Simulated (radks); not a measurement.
Problem. The mean radii <r> (bohr) of the occupied orbitals of an atom or ion are listed with their occupations. All-electron calculation, scalar-relativistic Kohn-Sham, SCAN, spin-polarised, spherical densities, finite nucleus; meta-GGA in the generalised Kohn-Sham scheme; Fermi nuclear charge, rms radius of each element as measured or else 0.836 A^(1/3) + 0.57 fm. Program: a radial shooting solver on a logarithmic mesh with Libxc functionals.

orbital  occ.      <r>
1s up       1  0.02318
1s down     1  0.02318
2s up       1  0.09887
2s down     1  0.09887
2p up       3  0.08708
2p down     3  0.08707
3s up       1   0.2588
3s down     1   0.2587
3p up       3   0.2570
3p down     3   0.2568
3d up       5   0.2342
3d down     5   0.2341
4s up       1   0.5579
4s down     1   0.5585
4p up       3   0.5776
4p down     3   0.5785
4d up       4   0.5951

Name the element and its charge. Open shells, if any, are filled with parallel spins first.

Solution. Z = 61, promethium, charge +21: Pm21+ in [Kr] 4d4. The 1s radius gives Z: for a bare nucleus <r> = (2 gamma + 1)/(2Z) with gamma = sqrt(1 - (Z/c)^2), 0.02288 bohr for Z = 61, and screening makes it slightly larger (0.02318 here). The occupations add up to 40, and the charge is Z minus that.
